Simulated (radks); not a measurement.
Species: Ge II. Configuration: [Ar] 3d10 4s2 4p1 (the NIST ground configuration).

Method: Dirac Kohn-Sham, LDA (Slater exchange, Perdew-Wang correlation), spin-unpolarised, spherical densities, finite nucleus; open shells fill j = l - 1/2 first; Fermi nuclear charge, rms radius 4.0742 fm; computed with a radial shooting solver on a logarithmic mesh with Libxc functionals.

Energy parts (hartree):
total: -2095.71160
kinetic: 2139.31729
electron-nucleus: -5050.75693
Hartree: 892.09305
exchange-correlation: -76.36501

Orbitals (lengths in bohr, moments of r in powers of bohr; r(max) is where P^2 peaks):
| orbital | occ. | eigenvalue (hartree) | r(max) |
|---|---|---|---|
| 1s1/2 | 2 | -402.2877 | 0.03077 |
| 2s1/2 | 2 | -50.63633 | 0.1764 |
| 2p1/2 | 2 | -45.12710 | 0.1392 |
| 2p3/2 | 4 | -43.95822 | 0.1421 |
| 3s1/2 | 2 | -6.49286 | 0.5430 |
| 3p1/2 | 2 | -4.67602 | 0.5374 |
| 3p3/2 | 4 | -4.51837 | 0.5460 |
| 3d3/2 | 4 | -1.42878 | 0.4999 |
| 3d5/2 | 6 | -1.40719 | 0.5028 |
| 4s1/2 | 2 | -0.73822 | 1.704 |
| 4p1/2 | 1 | -0.42618 | 2.052 |
| 4p3/2 | 0 | -0.41690 | 2.087 |

The highest occupied level is 4p1/2 at -11.597 eV. Summed over all electrons, <r^2> = 27.87 bohr^2, which gives a Langevin (diamagnetic) susceptibility term of -22.1 x 10^-6 cm^3/mol. For comparison, the ionisation energy in NIST's Atomic Spectra Database is 15.935 eV (measured). In exact Kohn-Sham theory the highest level is minus the ionisation energy, but local and semilocal functionals leave it too shallow, through self-interaction and a potential that decays too fast; potentials with the right tail come closer.

Beside tabulated values, note that spin-unpolarised runs miss the spin-polarisation part of the exchange energy of open shells.
